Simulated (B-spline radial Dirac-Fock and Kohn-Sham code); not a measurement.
# Elastic and transport cross sections of nitrogen for positrons

Level of theory: relativistic (Dirac) partial waves in the static field of the Dirac-Fock atom, without polarisation or absorption potentials; an atomic code on a B-spline grid. Below a few hundred eV the neglected polarisation potential matters, most of all at small angles. σ_tr1 and σ_tr2 weight the cross section with 1 − P₁ and 1 − P₂ of cos θ; "backward" is the share scattered beyond 90°.

```csv
energy (eV),σ (a₀²),σ_tr1 (a₀²),σ_tr2 (a₀²),σ/σ_tr1,backward (%)
130,5.17,1.30,2.37,3.97,6.2
157,4.78,1.09,2.03,4.37,5.4
206,4.23,0.833,1.60,5.08,4.3
500,2.62,0.295,0.621,8.88,1.9
529,2.53,0.274,0.580,9.23,1.8
536,2.51,0.270,0.571,9.31,1.8
2000,?,?,?,?,?
2050,0.943,0.0391,0.0898,24.1,0.52
2400,0.828,0.0305,0.0707,27.1,0.45
4580,0.473,0.0107,0.0255,44.1,0.25
6010,0.370,0.00680,0.0164,54.5,0.19
11900,0.198,0.00210,0.00518,94.4,0.096
17700,0.137,0.00104,0.00261,131,0.063
31200,0.0818,0.000381,0.000974,215,0.034
72100,0.0398,8.65e-05,0.000227,460,0.013
119000,0.0271,3.62e-05,9.67e-05,748,0.0068
```

Q: Fill in the row for 2 keV.

A: σ = 0.962 a₀², σ_tr1 = 0.0406 a₀², σ_tr2 = 0.0932 a₀², σ/σ_tr1 = 23.7, backward 0.54 %. The ratio σ/σ_tr1 is roughly the number of elastic collisions that randomise the direction.

Values without a named source are computed, but for edge energies of neutral atoms, which are taken from tables.
